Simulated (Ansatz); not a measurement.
Job for Ansatz (a first-principles code): R-RI-MP2/cc-pVQZ on C2H8Ge (SMILES C[CH2][GeH3]), a point of a torsion scan. Files ending in .json are basis or fitting sets from the Basis Set Exchange. The run froze 16 orbitals, filled d shells among them.

Ansatz 0.2 input:
```yaml
crystal:
  periodic: [false, false, false]
  atoms:
    - {symbol: C, position_ang: [-1.32872264, 0.57654461, 0.14081907]}
    - {symbol: C, position_ang: [-0.39961057, -0.63234998, -0.03630124]}
    - {symbol: Ge, position_ang: [1.50735547, -0.13254881, -0.14583787]}
    - {symbol: H, position_ang: [-2.03714333, 0.64992774, -0.68071961]}
    - {symbol: H, position_ang: [-0.76745328, 1.51028406, 0.17444069]}
    - {symbol: H, position_ang: [-1.89601198, 0.50221451, 1.06539708]}
    - {symbol: H, position_ang: [-0.66491427, -1.18485455, -0.93882032]}
    - {symbol: H, position_ang: [-0.52708818, -1.33226251, 0.79076750]}
    - {symbol: H, position_ang: [1.94351619, 0.60294616, 1.08186247]}
    - {symbol: H, position_ang: [1.76057866, 0.78254155, -1.30208173]}
    - {symbol: H, position_ang: [2.39819371, -1.32501498, -0.30443874]}
basis:
  gaussian:
    orbitals: cc-pVQZ
    fitting: {mean_field: def2-universal-JKFIT, correlation: cc-pVQZ-RIFIT.json}
magnetization: {spin_polarized: false}
correlation: {method: mp2, electrons: outside_noble_gas}
scf: {lower_state_search: off}
```

The log:

```
WARN ansatz: RAYON_NUM_THREADS=1 ignored (pool sized by the plan → 1); use --threads N
Functional definition: HF
these checks for a lower state are left out or cut short: stability, starts, cluster_reference, orbital_swaps, neighbouring_geometries, increment
integrals: 0.72 GiB planned
560 factors; integrals over basis functions are off by at most 5.4e0 eV
mean field: 1.09 GiB planned
mean field evaluation 1: about -58660.2145 eV, gradient 3.1e1 eV
mean field evaluation 2: about -58662.3695 eV, gradient 1.4e1 eV
mean field evaluation 4: about -58662.8731 eV, gradient 6.1e-1 eV
mean field -58662.87366500 eV, -2155.8208440650 hartree, gradient 1.3e-6 eV, S^2 0.000000; 0 other end points of the search recorded, 0 dependent functions left out
16 core orbitals not correlated
930 factors; their error is unknown
reference -58662.87366500 eV, -2155.8208440650 hartree; 10, 10 occupied and 392, 392 virtual orbitals, 930 factors
second order -14.10955544 eV of doubles, -0.00000000 eV of singles
Total energy: -58676.98322045 eV, -2156.3393606637 hartree
Checks for a lower state left out: stability, starts, cluster_reference, orbital_swaps, neighbouring_geometries, increment
```

The run converged.

Cost: roughly 5 core-seconds.
